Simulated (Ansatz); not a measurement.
# Nudged elastic band run: H3LiOSSi

input.yaml

```yaml
crystal:
  periodic: [false, false, false]
  atoms:
    - { symbol: Li, position_ang: [0.540566, -2.497432, 1.857841] }
    - { symbol: O, position_ang: [0.954695, -1.32872, 0.850249] }
    - { symbol: S, position_ang: [1.481085, -0.156801, -0.189494] }
    - { symbol: Si, position_ang: [-0.397802, 0.813239, -0.558354] }
    - { symbol: H, position_ang: [-0.156435, 1.952014, -1.518581] }
    - { symbol: H, position_ang: [-1.011087, 1.353857, 0.712302] }
    - { symbol: H, position_ang: [-1.411041, -0.136159, -1.153973] }
basis:
  gaussian: { orbitals: def2-SVP }
hamiltonian:
  xc: pbe
  dispersion: d4
neb:
  order_check: false
  images: 5
  f_tol: 0.05
  max_iterations: 60
  spring: 50.0
  final_atoms:
    - { symbol: Li, position_ang: [-0.19295095, -1.03711891, 1.12275839] }
    - { symbol: O, position_ang: [1.44221715, -0.82104578, 0.46970167] }
    - { symbol: S, position_ang: [1.07641113, 0.08195267, -0.79533524] }
    - { symbol: Si, position_ang: [-1.23494574, 0.60533327, -0.69772975] }
    - { symbol: H, position_ang: [1.42072857, 1.3852586, -0.4335045] }
    - { symbol: H, position_ang: [-1.06830718, 0.7351927, 0.87243627] }
    - { symbol: H, position_ang: [-1.44317198, -0.94957456, -0.53833684] }
  initial_path:
    images:
      - { positions_ang: [[0.540566, -2.497432, 1.857841], [0.954695, -1.32872, 0.850249], [1.481085, -0.156801, -0.189494], [-0.397802, 0.813239, -0.558354], [-0.156435, 1.952014, -1.518581], [-1.011087, 1.353857, 0.712302], [-1.411041, -0.136159, -1.153973]] }
      - { positions_ang: [[0.58650772, -2.43523627, 1.79607749], [0.94209581, -1.2615992, 0.79884842], [1.40314134, -0.07073915, -0.23956495], [-0.50440679, 0.83023522, -0.54962508], [0.12616019, 1.76051171, -1.42711344], [-1.07821095, 1.33135456, 0.73602181], [-1.47530632, -0.15452887, -1.11465424]] }
      - { positions_ang: [[0.63244944, -2.37304053, 1.73431397], [0.92949661, -1.1944784, 0.74744784], [1.32519768, 0.0153227, -0.2896359], [-0.61101159, 0.84723144, -0.54089615], [0.40875539, 1.56900941, -1.33564588], [-1.1453349, 1.30885213, 0.75974162], [-1.53957163, -0.17289874, -1.07533549]] }
      - { positions_ang: [[0.67839116, -2.3108448, 1.67255046], [0.91689742, -1.1273576, 0.69604725], [1.24725402, 0.10138455, -0.33970685], [-0.71761638, 0.86422766, -0.53216723], [0.69135058, 1.37750712, -1.24417832], [-1.21245885, 1.28634969, 0.78346143], [-1.60383695, -0.19126862, -1.03601673]] }
      - { positions_ang: [[0.38794379, -1.8862695, 1.48928644], [1.092004, -1.02525366, 0.62059873], [1.19030639, 0.09490725, -0.49158298], [-0.8900595, 0.77792953, -0.58735474], [0.93447658, 1.38009095, -0.97395372], [-1.16440829, 1.1026307, 0.81311971], [-1.55028196, -0.44403726, -0.87012343]] }
      - { positions_ang: [[0.09749642, -1.4616942, 1.30602242], [1.26711058, -0.92314972, 0.5451502], [1.13335876, 0.08842996, -0.64345911], [-1.06250262, 0.6916314, -0.64254225], [1.17760257, 1.38267477, -0.70372911], [-1.11635773, 0.9189117, 0.84277799], [-1.49672697, -0.69680591, -0.70423013]] }
      - { positions_ang: [[-0.19295095, -1.03711891, 1.12275839], [1.44221715, -0.82104578, 0.46970167], [1.07641113, 0.08195267, -0.79533524], [-1.23494574, 0.60533327, -0.69772975], [1.42072857, 1.3852586, -0.4335045], [-1.06830718, 0.7351927, 0.87243627], [-1.44317198, -0.94957456, -0.53833684]] }
```

Run as:

```bash
$ ansatz run input.yaml --threads 1 --pin off --max-ram 2048MiB --backend cpu --events-out ev --progress --plain --runs-dir out
```

Output, in part (warnings, iteration lines, the closing report on the highest movable image, with atoms numbered from 0):

```
NEB end point (image 0): max|allowed force component| = 1.326e-2 eV/Å (the criterion of neb.relax_end_points is 1.000e-2)
NEB end point (image 6): max|allowed force component| = 1.155e-2 eV/Å (the criterion of neb.relax_end_points is 1.000e-2)
NEB iter   1: max|band force component| = 1.029e1 eV/Å  barrier→ = 3.7395 eV  barrier← = 3.0299 eV  Δτ_max = 0.1964 Å  (197 SCF iters)
NEB iter   2: max|band force component| = 5.508e0 eV/Å  barrier→ = 2.8017 eV  barrier← = 2.0921 eV  Δτ_max = 0.2000 Å  (163 SCF iters)
NEB iter   3: max|band force component| = 5.098e0 eV/Å  barrier→ = 2.8626 eV  barrier← = 2.1530 eV  Δτ_max = 0.2000 Å  (168 SCF iters)
NEB iter   4: max|band force component| = 2.762e0 eV/Å  barrier→ = 2.2667 eV  barrier← = 1.5570 eV  Δτ_max = 0.1350 Å  (163 SCF iters)
NEB iter   5: max|band force component| = 9.513e-1 eV/Å  barrier→ = 1.9568 eV  barrier← = 1.2472 eV  Δτ_max = 0.1411 Å  (153 SCF iters)
NEB iter   6: max|band force component| = 4.722e-1 eV/Å  barrier→ = 1.8830 eV  barrier← = 1.1733 eV  CI = image 3  Δτ_max = 0.1461 Å  (147 SCF iters)
NEB iter   7: max|band force component| = 1.842e-1 eV/Å  barrier→ = 1.8525 eV  barrier← = 1.1429 eV  CI = image 3  Δτ_max = 0.2000 Å  (148 SCF iters)
NEB iter   8: max|band force component| = 1.824e-1 eV/Å  barrier→ = 1.8175 eV  barrier← = 1.1078 eV  CI = image 3  Δτ_max = 0.2000 Å  (148 SCF iters)
NEB iter   9: max|band force component| = 3.312e-1 eV/Å  barrier→ = 1.7740 eV  barrier← = 1.0644 eV  CI = image 3  Δτ_max = 0.1000 Å  (145 SCF iters)
NEB iter  10: max|band force component| = 2.604e-1 eV/Å  barrier→ = 1.7480 eV  barrier← = 1.0384 eV  CI = image 3  Δτ_max = 0.1001 Å  (143 SCF iters)
NEB iter  11: max|band force component| = 2.960e-1 eV/Å  barrier→ = 1.7200 eV  barrier← = 1.0104 eV  CI = image 3  Δτ_max = 0.1001 Å  (143 SCF iters)
NEB iter  12: max|band force component| = 3.021e-1 eV/Å  barrier→ = 1.6915 eV  barrier← = 0.9818 eV  CI = image 3  Δτ_max = 0.2000 Å  (145 SCF iters)
NEB iter  13: max|band force component| = 2.566e-1 eV/Å  barrier→ = 1.6485 eV  barrier← = 0.9389 eV  CI = image 3  Δτ_max = 0.1522 Å  (145 SCF iters)
NEB iter  14: max|band force component| = 2.235e-1 eV/Å  barrier→ = 1.6439 eV  barrier← = 0.9342 eV  CI = image 3  Δτ_max = 0.1081 Å  (143 SCF iters)
NEB iter  15: max|band force component| = 8.299e-2 eV/Å  barrier→ = 1.6379 eV  barrier← = 0.9282 eV  CI = image 3  Δτ_max = 0.0255 Å  (142 SCF iters)
NEB iter  16: max|band force component| = 6.527e-2 eV/Å  barrier→ = 1.6371 eV  barrier← = 0.9275 eV  CI = image 3  Δτ_max = 0.0820 Å  (134 SCF iters)
NEB iter  17: max|band force component| = 1.043e-1 eV/Å  barrier→ = 1.6366 eV  barrier← = 0.9269 eV  CI = image 3  Δτ_max = 0.0218 Å  (139 SCF iters)
NEB iter  18: max|band force component| = 3.623e-2 eV/Å  barrier→ = 1.6366 eV  barrier← = 0.9269 eV  CI = image 3  Δτ_max = 0.0000 Å  (275 SCF iters)
Total energy: -20993.37303426 eV, -771.4922291899 hartree
Atom 0 at    -0.032279    -1.051801     1.303611 Å, force     0.010112    -0.007054     0.001831 eV/Å
Atom 1 at     1.512444    -1.308954     0.514200 Å, force    -0.006536     0.009845    -0.009287 eV/Å
Atom 2 at     1.288245    -0.192934    -0.633636 Å, force    -0.009159    -0.010383     0.022031 eV/Å
Atom 3 at    -0.759144     0.703304    -0.626622 Å, force    -0.011504     0.004482    -0.003929 eV/Å
Atom 4 at     0.718162     1.484347    -0.538734 Å, force     0.003369     0.003413    -0.004467 eV/Å
Atom 5 at    -0.945562     0.777241     0.909217 Å, force     0.011023     0.003259     0.004158 eV/Å
Atom 6 at    -1.781886    -0.411205    -0.928046 Å, force     0.002695    -0.003562    -0.010337 eV/Å
Dipole moment:    -0.471371    -0.204965     0.624034 e Å
```

The forces met the threshold. Another band between the same ends (5 images) ends at a top of the same energy, where a vibrational analysis finds 1 clearly imaginary mode. The orbitals stay closed-shell, which can raise the energy where a bond breaks towards radicals; this wasn't checked here.

Final band (atoms are numbered from 1 in the order of the input):

| image | path coordinate (Å) | energy (kJ/mol) | Si4–H5 (Å) | Li1–S3 (Å) | Li1–Si4 (Å) |
| --- | --- | --- | --- | --- | --- |
| 0 | 0.00 | 0.0 | 1.51 | 3.25 | 4.20 |
| 1 | 1.08 | 9.0 | 1.51 | 3.16 | 3.52 |
| 2 | 2.16 | 49.6 | 1.49 | 2.63 | 2.70 |
| 3 | 3.24 | 157.9 | 1.67 | 2.50 | 2.71 |
| 4 | 3.71 | 122.4 | 2.02 | 2.54 | 2.81 |
| 5 | 4.17 | 78.7 | 2.48 | 2.56 | 2.80 |
| 6 | 4.64 | 68.5 | 2.78 | 2.56 | 2.66 |

Run time: 120 s on 1 thread of Intel(R) Xeon(R) 6975P-C (Granite Rapids), on a shared host, peak memory 0.15 GiB.
